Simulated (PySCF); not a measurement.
All values below come from PBE-D3(BJ)/def2-TZVP // B3LYP-D3(BJ)/def2-TZVP (PySCF 2.14.0). All species are isolated molecules in the gas phase. One relaxed conformer stands for a flexible species; it need not be the lowest. Excitations are Tamm–Dancoff values on a coarser integration grid. The basis has no diffuse functions, so Rydberg states are missing or too high.

Reference species (SMILES): `C=C(N)N` (neutral, multiplicity 1).

The S1–T1 gap (TDA) is 0.52 eV and the S1 excitation (TDA) comes out as 4.78 eV.

Changed species: `C/N=C/N`.

Question: Predict the effect on the S1–T1 gap (TDA) and S1 excitation (TDA).

Answer: the S1–T1 gap (TDA) goes up by 0.66 eV, to 1.18 eV; the S1 excitation (TDA) rises by 0.97 eV, to 5.75 eV.
